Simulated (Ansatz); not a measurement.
Born–Oppenheimer molecular dynamics of C2H4AlN (8 atoms, charge 0, multiplicity 1). It starts at the highest image of a converged band, a first-order saddle point between two minima.

Theory: RKS PBE-D4/def2-SVP (Ansatz 0.2.0).

```json
{"ensemble": "NVE (velocity Verlet)", "time step": "0.5 fs", "steps asked": "200", "starting velocities drawn for": "300 K", "seed": "6507"}
```

Frames 0.5 fs apart, positions in Å, forces in eV/Å.

Velocities at 40.0 fs (Å/ps):

```
C 2.56 4.89 2.46
C -8.51 2.93 -6.33
N -4.18 4.41 5.58
Al 4.84 -5.00 -0.96
H -29.83 -9.45 4.03
H 59.32 -1.00 10.97
H 12.33 7.44 -0.77
H -42.35 -17.68 -20.12
```

```xyz
8
Properties=species:S:1:pos:R:3:forces:R:3 time_fs=40.0 energy_less_start_eV=-0.368 T=775
C -0.255 1.986 0.290 0.39 -0.94 -1.24
C -0.017 0.673 0.201 -1.24 0.05 -0.23
N -0.034 -0.558 -0.019 0.63 -0.02 1.05
Al 0.777 -2.497 -0.748 -0.15 0.39 0.06
H -0.394 2.483 -0.706 -0.12 -0.03 0.67
H -0.344 2.523 1.226 0.30 0.40 0.45
H -0.717 -1.200 0.533 0.21 0.33 -0.97
H -0.378 -2.870 0.449 -0.03 -0.17 0.21
8
Properties=species:S:1:pos:R:3:forces:R:3 time_fs=40.5 energy_less_start_eV=-0.389 T=802
C -0.254 1.988 0.292 0.38 -1.01 -1.16
C -0.021 0.675 0.198 -1.19 0.12 -0.16
N -0.036 -0.555 -0.016 0.74 0.03 0.93
Al 0.779 -2.500 -0.749 -0.18 0.34 0.08
H -0.409 2.479 -0.703 -0.13 0.04 0.63
H -0.314 2.523 1.232 0.30 0.39 0.39
H -0.710 -1.196 0.531 0.05 0.23 -0.86
H -0.400 -2.879 0.439 0.04 -0.14 0.15
8
Properties=species:S:1:pos:R:3:forces:R:3 time_fs=41.0 energy_less_start_eV=-0.410 T=829
C -0.253 1.990 0.292 0.37 -1.03 -0.99
C -0.026 0.676 0.195 -1.15 0.19 -0.10
N -0.038 -0.553 -0.013 0.88 0.11 0.78
Al 0.781 -2.502 -0.749 -0.21 0.29 0.11
H -0.424 2.474 -0.699 -0.14 0.12 0.56
H -0.283 2.524 1.239 0.30 0.34 0.26
H -0.704 -1.191 0.528 -0.15 0.10 -0.71
H -0.421 -2.889 0.429 0.10 -0.10 0.09
8
Properties=species:S:1:pos:R:3:forces:R:3 time_fs=41.5 energy_less_start_eV=-0.428 T=852
C -0.251 1.992 0.293 0.38 -1.02 -0.73
C -0.031 0.678 0.191 -1.10 0.24 -0.03
N -0.040 -0.551 -0.010 1.04 0.21 0.60
Al 0.784 -2.505 -0.750 -0.24 0.23 0.14
H -0.440 2.470 -0.693 -0.16 0.21 0.46
H -0.251 2.526 1.246 0.29 0.25 0.06
H -0.697 -1.186 0.522 -0.37 -0.06 -0.54
H -0.442 -2.898 0.420 0.16 -0.07 0.04
8
Properties=species:S:1:pos:R:3:forces:R:3 time_fs=42.0 energy_less_start_eV=-0.442 T=869
C -0.250 1.994 0.294 0.39 -0.98 -0.42
C -0.036 0.679 0.188 -1.05 0.28 0.03
N -0.041 -0.549 -0.007 1.21 0.32 0.41
Al 0.786 -2.507 -0.750 -0.26 0.18 0.16
H -0.456 2.466 -0.686 -0.18 0.31 0.35
H -0.219 2.528 1.254 0.26 0.14 -0.17
H -0.692 -1.181 0.516 -0.60 -0.22 -0.35
H -0.462 -2.908 0.411 0.22 -0.03 -0.02
8
Properties=species:S:1:pos:R:3:forces:R:3 time_fs=42.5 energy_less_start_eV=-0.449 T=879
C -0.248 1.995 0.294 0.43 -0.91 -0.08
C -0.041 0.681 0.185 -0.99 0.31 0.10
N -0.043 -0.546 -0.003 1.38 0.44 0.23
Al 0.788 -2.510 -0.750 -0.28 0.13 0.17
H -0.473 2.463 -0.679 -0.20 0.41 0.23
H -0.186 2.531 1.261 0.23 0.02 -0.41
H -0.688 -1.177 0.508 -0.83 -0.39 -0.16
H -0.482 -2.918 0.402 0.27 0.00 -0.07
8
Properties=species:S:1:pos:R:3:forces:R:3 time_fs=43.0 energy_less_start_eV=-0.453 T=885
C -0.246 1.997 0.295 0.47 -0.83 0.23
C -0.047 0.683 0.182 -0.94 0.32 0.16
N -0.044 -0.544 0.000 1.51 0.52 0.06
Al 0.791 -2.512 -0.751 -0.30 0.08 0.19
H -0.490 2.460 -0.671 -0.23 0.49 0.12
H -0.153 2.534 1.268 0.17 -0.10 -0.65
H -0.686 -1.174 0.501 -1.01 -0.53 0.00
H -0.501 -2.928 0.393 0.32 0.03 -0.11
8
Properties=species:S:1:pos:R:3:forces:R:3 time_fs=43.5 energy_less_start_eV=-0.456 T=888
C -0.244 1.998 0.295 0.52 -0.72 0.50
C -0.052 0.684 0.178 -0.88 0.32 0.22
N -0.045 -0.541 0.003 1.58 0.56 -0.07
Al 0.793 -2.514 -0.751 -0.31 0.04 0.20
H -0.507 2.459 -0.662 -0.25 0.56 0.03
H -0.119 2.536 1.272 0.11 -0.20 -0.85
H -0.687 -1.172 0.493 -1.14 -0.62 0.12
H -0.520 -2.938 0.383 0.36 0.07 -0.15
8
Properties=species:S:1:pos:R:3:forces:R:3 time_fs=44.0 energy_less_start_eV=-0.461 T=896
C -0.243 1.999 0.296 0.56 -0.61 0.70
C -0.058 0.686 0.175 -0.81 0.31 0.27
N -0.045 -0.539 0.007 1.58 0.52 -0.14
Al 0.795 -2.517 -0.752 -0.32 0.00 0.21
H -0.525 2.460 -0.654 -0.26 0.61 -0.02
H -0.085 2.538 1.275 0.03 -0.29 -1.02
H -0.690 -1.171 0.485 -1.18 -0.65 0.18
H -0.538 -2.947 0.373 0.39 0.10 -0.19
8
Properties=species:S:1:pos:R:3:forces:R:3 time_fs=44.5 energy_less_start_eV=-0.472 T=909
C -0.240 2.000 0.296 0.59 -0.48 0.81
C -0.064 0.688 0.172 -0.75 0.29 0.33
N -0.046 -0.536 0.010 1.49 0.40 -0.17
Al 0.798 -2.519 -0.752 -0.33 -0.03 0.22
H -0.544 2.462 -0.645 -0.25 0.63 -0.03
H -0.051 2.539 1.276 -0.04 -0.35 -1.13
H -0.696 -1.173 0.478 -1.13 -0.60 0.19
H -0.554 -2.957 0.363 0.42 0.14 -0.22
8
Properties=species:S:1:pos:R:3:forces:R:3 time_fs=45.0 energy_less_start_eV=-0.487 T=929
C -0.238 2.001 0.297 0.60 -0.34 0.82
C -0.070 0.690 0.169 -0.68 0.27 0.37
N -0.046 -0.533 0.013 1.31 0.20 -0.14
Al 0.800 -2.521 -0.752 -0.35 -0.05 0.24
H -0.564 2.465 -0.637 -0.23 0.63 0.00
H -0.017 2.540 1.273 -0.11 -0.39 -1.19
H -0.705 -1.175 0.472 -0.99 -0.48 0.14
H -0.570 -2.966 0.352 0.44 0.17 -0.24
8
Properties=species:S:1:pos:R:3:forces:R:3 time_fs=45.5 energy_less_start_eV=-0.506 T=953
C -0.236 2.002 0.298 0.58 -0.19 0.75
C -0.077 0.692 0.166 -0.62 0.23 0.42
N -0.045 -0.531 0.017 1.07 -0.06 -0.09
Al 0.802 -2.524 -0.753 -0.36 -0.07 0.25
H -0.583 2.470 -0.629 -0.18 0.59 0.07
H 0.016 2.539 1.268 -0.17 -0.40 -1.19
H -0.716 -1.179 0.465 -0.78 -0.31 0.06
H -0.585 -2.974 0.340 0.46 0.20 -0.26
```

Of the whole run (100 fs, mean temperature of the second half 711 K): The conserved energy stayed within 0.1 meV per atom of its start (net change 0.012 meV per atom), so the integration is sound. The system heated up, since it started high on the potential surface and ran downhill. A run of 0.1 ps of so small a system gives no equilibrium averages. The orbitals stay closed-shell, which can raise the energy where a bond breaks towards radicals; this wasn't checked here.

Run time: 10 min on 1 thread of Arm Neoverse N1, on a shared host, peak memory 0.11 GiB.
